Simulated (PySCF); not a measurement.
Compound: C7H11 (doublet state).
Numbering: `[CH3:1][C:2]1[CH2:3][C@@H:4]2[CH2:5][C@@H:6]2[CH2:7]1` (hydrogens: H8, H9, H10 on C1; H11, H12 on C3; H13 on C4; H14, H15 on C5; H16 on C6; H17, H18 on C7)

Geometry (GFN2-xTB, Å), atoms numbered from 1 in this order:
```xyz
18
C7H11 angstrom
C      2.2969   -0.3503   -0.6335
C      0.8654   -0.1549   -0.3170
C     -0.1322   -1.2612   -0.2957
C     -1.4534   -0.5721   -0.0267
C     -1.8369    0.5013   -1.0003
C     -1.1848    0.8704    0.2981
C      0.3088    1.1114    0.2362
H      2.8616   -0.7109    0.2372
H      2.7535    0.5871   -0.9488
H      2.4240   -1.0899   -1.4246
H     -0.1411   -1.8241   -1.2375
H      0.0863   -1.9917    0.4986
H     -2.2293   -1.1360    0.4708
H     -2.8857    0.7242   -1.1259
H     -1.2546    0.5960   -1.9048
H     -1.7556    1.4044    1.0438
H      0.5637    1.9778   -0.3870
H      0.7049    1.3251    1.2408
```

The hyperfine couplings belong to this conformer and change with its torsions.

Method used: UKS B3LYP, pcH-1 on C H, non-relativistic, mean-field spin-orbit, GIAO in PySCF 2.14.0. One conformer (not necessarily the lowest) at the GFN2-xTB geometry, without solvent, vibrations or thermal averaging. Couplings are sensitive to structure, and on GFN2-xTB geometries they can be far from those on DFT ones. The SCF solution wasn't tested for stability.

Principal values of hyperfine tensors in MHz (contact and dipolar terms together), for some of the nuclei:

```
atom  isotope      A1      A2      A3
  H8       1H  128.39  129.42  141.21
 H18       1H  117.42  119.04  130.15
 H12       1H  116.33  117.88  129.02
  C2      13C   18.87   19.46  260.66
 H17       1H   72.28   72.82   86.12
 H10       1H   35.97   36.53   49.67
  C7      13C  -34.73  -33.68  -30.43
  C3      13C  -34.58  -33.62  -30.28
```

Split each tensor into its isotropic and traceless parts, and turn a_iso into mT with g = 2.0027.

a_iso is a third of the trace, T = A − a_iso, and a(mT) = a(MHz)/(g × 13.996).

| atom | a_iso (MHz) | a_iso (mT) | T1 | T2 | T3 |
| --- | --- | --- | --- | --- | --- |
| H8 | 133.01 | 4.745 | -4.62 | -3.59 | 8.21 |
| H18 | 122.20 | 4.360 | -4.78 | -3.17 | 7.95 |
| H12 | 121.08 | 4.320 | -4.74 | -3.20 | 7.94 |
| C2 | 99.66 | 3.556 | -80.79 | -80.20 | 161.00 |
| H17 | 77.07 | 2.750 | -4.79 | -4.25 | 9.05 |
| H10 | 40.72 | 1.453 | -4.75 | -4.19 | 8.94 |
| C7 | -32.94 | -1.175 | -1.78 | -0.73 | 2.52 |
| C3 | -32.83 | -1.171 | -1.75 | -0.79 | 2.54 |

What spin density at the nucleus of C2 lies behind its contact coupling (g_N = 1.40482)?

a_FC = 800.24 MHz bohr³ × g_N × ρ(0)/(2S). With a_FC = 99.66 MHz and 2S = 1, ρ(0) = 0.08865 bohr⁻³.

H11 (1H, g_N = 5.58569) isn't in the table. Its spin density at the nucleus is 0.01702 bohr⁻³. What is its contact coupling?

By the same relation, a_FC = 76.1 MHz. Its full tensor has the principal values 71.31, 71.87, 85.11 MHz.

Which nucleus of the table has the largest anisotropic coupling, and what is its form?

C2: -80.8, -80.2, 161.0 MHz, axial, in the ratio −1:−1:+2, the form that spin in one p orbital centred on that nucleus gives.

In a single crystal, with the field along each principal axis of the tensor of H12 in turn, what first-order splitting does this nucleus give (isotropic g, quadrupole terms neglected)?

2 lines (I = 1/2), spaced by |A_i|/(g × 13.996): 4.15, 4.21, 4.60 mT along the axes of A1, A2 and A3.
